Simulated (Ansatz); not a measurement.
`[CH3][GeH2][CH2][AlH2]`, charge 0, multiplicity 1.

Q: Give a relaxed structure at PBE0-D4/def2-TZVP (Ansatz 0.2.0). (Estimate.)

A: Computed: 
Z-matrix (Å, degrees):
```
Ge
C 1 1.952
Al 1 2.760 2 45.3
C 1 1.946 2 115.6 3 -112.0
H 1 1.602 2 99.7 3 1.6
H 1 1.537 2 115.1 3 112.4
H 2 1.090 1 110.6 3 118.4
H 2 1.089 1 111.3 3 -118.7
H 3 1.587 1 112.0 2 110.3
H 3 1.589 1 109.0 2 -111.5
H 4 1.090 1 110.8 2 169.3
H 4 1.091 1 109.6 2 -70.4
H 4 1.091 1 109.6 2 48.9
```
This is one stationary point; other conformers may exist.
